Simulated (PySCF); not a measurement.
FHOTe, SMILES F[Te]O. Geometry: B3LYP-D3(BJ)/def2-TZVP. The def2 effective core potentials stand for the cores of Te; spin–orbit coupling is left out. Other conformers were not sampled.

Computed equilibrium geometry at B3LYP-D3(BJ)/def2-TZVP (PySCF confirms it by a frequency run) as Cartesian coordinates in Å (one conformer of several):
```xyz
4

Te     0.1189     0.0371     0.3104
F     -1.0543     1.1590    -0.7243
O      0.2907    -1.3977    -0.9981
H      0.9813    -1.1776    -1.6360
```
